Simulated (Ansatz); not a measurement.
Born–Oppenheimer molecular dynamics of Cl₂FH₂NTi (7 atoms, charge 0, multiplicity 1). It starts from a relaxed structure.

These are results of RKS LDA/def2-SVP (Ansatz), not measurements.

```
ensemble                      : NVE (velocity Verlet)
time step                     : 0.5 fs
steps asked                   : 250
starting velocities drawn for : 1500 K
seed                          : 428507
```

Frames 1 fs apart, positions in Å.

Velocities at 15 fs (Å/ps):

```
Ti -2.81 -0.44 0.82
F -1.99 -4.13 5.36
N 6.41 4.30 -6.54
H 48.41 -15.91 -3.49
H 24.13 29.70 -37.64
Cl 1.31 -4.00 -0.80
Cl -1.05 4.72 0.57
```

```xyz
7
Properties=species:S:1:pos:R:3 time_fs=15 energy_less_start_eV=0.462 T=788
Ti 0.055 -0.017 -0.019
F 0.086 0.222 1.657
N 1.654 0.060 -0.665
H 2.128 -0.562 -1.394
H 2.325 0.751 -0.268
Cl -1.023 1.523 -1.049
Cl -0.869 -1.776 -0.493
7
Properties=species:S:1:pos:R:3 time_fs=16 energy_less_start_eV=0.478 T=763
Ti 0.052 -0.018 -0.018
F 0.084 0.218 1.663
N 1.662 0.064 -0.673
H 2.173 -0.573 -1.392
H 2.347 0.779 -0.306
Cl -1.021 1.519 -1.050
Cl -0.870 -1.772 -0.492
7
Properties=species:S:1:pos:R:3 time_fs=17 energy_less_start_eV=0.455 T=800
Ti 0.049 -0.017 -0.017
F 0.082 0.214 1.669
N 1.673 0.067 -0.681
H 2.208 -0.572 -1.378
H 2.365 0.801 -0.348
Cl -1.020 1.515 -1.050
Cl -0.871 -1.768 -0.492
7
Properties=species:S:1:pos:R:3 time_fs=18 energy_less_start_eV=0.393 T=895
Ti 0.046 -0.017 -0.016
F 0.080 0.210 1.676
N 1.687 0.071 -0.691
H 2.232 -0.560 -1.353
H 2.375 0.816 -0.393
Cl -1.019 1.512 -1.051
Cl -0.873 -1.765 -0.492
7
Properties=species:S:1:pos:R:3 time_fs=19 energy_less_start_eV=0.347 T=963
Ti 0.042 -0.016 -0.015
F 0.078 0.207 1.684
N 1.703 0.074 -0.701
H 2.247 -0.543 -1.321
H 2.378 0.826 -0.438
Cl -1.018 1.508 -1.052
Cl -0.875 -1.763 -0.492
7
Properties=species:S:1:pos:R:3 time_fs=20 energy_less_start_eV=0.370 T=929
Ti 0.039 -0.015 -0.013
F 0.077 0.204 1.691
N 1.720 0.077 -0.711
H 2.259 -0.527 -1.290
H 2.375 0.834 -0.482
Cl -1.018 1.505 -1.054
Cl -0.877 -1.761 -0.492
7
Properties=species:S:1:pos:R:3 time_fs=21 energy_less_start_eV=0.421 T=853
Ti 0.036 -0.014 -0.012
F 0.075 0.200 1.699
N 1.737 0.080 -0.721
H 2.275 -0.523 -1.270
H 2.371 0.846 -0.524
Cl -1.017 1.502 -1.055
Cl -0.880 -1.760 -0.493
7
Properties=species:S:1:pos:R:3 time_fs=22 energy_less_start_eV=0.413 T=864
Ti 0.034 -0.012 -0.011
F 0.073 0.197 1.708
N 1.754 0.085 -0.730
H 2.300 -0.538 -1.264
H 2.369 0.866 -0.561
Cl -1.017 1.500 -1.056
Cl -0.883 -1.760 -0.493
7
Properties=species:S:1:pos:R:3 time_fs=23 energy_less_start_eV=0.376 T=919
Ti 0.032 -0.010 -0.009
F 0.071 0.194 1.716
N 1.769 0.089 -0.738
H 2.332 -0.568 -1.269
H 2.369 0.895 -0.593
Cl -1.017 1.497 -1.057
Cl -0.886 -1.761 -0.494
7
Properties=species:S:1:pos:R:3 time_fs=24 energy_less_start_eV=0.391 T=896
Ti 0.030 -0.008 -0.007
F 0.069 0.191 1.724
N 1.784 0.093 -0.746
H 2.364 -0.605 -1.278
H 2.370 0.932 -0.623
Cl -1.017 1.495 -1.058
Cl -0.890 -1.762 -0.495
7
Properties=species:S:1:pos:R:3 time_fs=25 energy_less_start_eV=0.458 T=795
Ti 0.029 -0.005 -0.006
F 0.067 0.189 1.732
N 1.798 0.097 -0.754
H 2.389 -0.638 -1.282
H 2.370 0.969 -0.652
Cl -1.017 1.493 -1.060
Cl -0.894 -1.764 -0.496
7
Properties=species:S:1:pos:R:3 time_fs=26 energy_less_start_eV=0.516 T=705
Ti 0.029 -0.002 -0.004
F 0.065 0.186 1.739
N 1.812 0.100 -0.761
H 2.402 -0.659 -1.278
H 2.366 1.001 -0.680
Cl -1.017 1.492 -1.061
Cl -0.898 -1.766 -0.497
```

Of the whole run (125 fs, mean temperature of the second half 907 K): The conserved energy stayed within 0.42 meV per atom of its start (net change 0.31 meV per atom), so the integration is sound. A run of 0.12 ps of so small a system gives no equilibrium averages.

Run time: 3.5 min on 4 threads of Arm Neoverse V1 (shared host), peak memory 0.17 GiB.
